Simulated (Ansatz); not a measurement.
Computed with Ansatz on PBE0-D4/def2-TZVP structures; ΔE is electronic, products minus reactants. CCSD(T)/CBS is the MP2 limit (def2-TZVPP, def2-QZVPP) plus CCSD(T) − MP2 in def2-TZVPP, frozen cores. This one scheme is used for every species. DFT in def2-TZVPP. One conformer a species, not always the lowest.

`O[SiH2]B(F)F` + HCl → `O[SiH2]B(F)Cl` + H–F  (ligand exchange at a B–F bond)

| level | ΔE (kJ/mol) |
| --- | --- |
| r2SCAN-D4 | 59.5 |
| PBE | 56.6 |

(1) What does CCSD(T)/CBS give? (Estimate.)

(2) What do rigid-rotor, harmonic-oscillator terms from PBE0-D4/def2-TZVP frequencies (298.15 K, 1 bar) make of the CCSD(T)/CBS value? (Estimate.)

Largest T1 diagnostic among the species: 0.013.

## Answers

(1) Ansatz gave: +55.9 kJ/mol. The listed levels differ from it by 3.6, 0.7 kJ/mol.

(2) Computed: ΔZPE = +2.7 kJ/mol, ΔH = +59.4 kJ/mol, ΔS = 0 J/(mol·K), ΔG = +59.5 kJ/mol. Modes under 50 cm⁻¹ make the entropy rough.

In def2-TZVPP, CCSD(T) changes the Hartree–Fock value by −17.1 kJ/mol (the triples alone add −3.5 kJ/mol) and MP2 by −23.2 kJ/mol. The D4 term adds −6.1 kJ/mol with B3LYP and −3.2 kJ/mol with PBE0; it sums over pairs of atoms, weighted by their polarisabilities, and B3LYP, whose exchange is more repulsive, gets the larger term. From BLYP to BHLYP (50 % exact exchange), in def2-TZVPP and without D4, ΔE moves by +3.4 kJ/mol.

B3LYP here is the variant with VWN-RPA as its local correlation; programs differ in this.
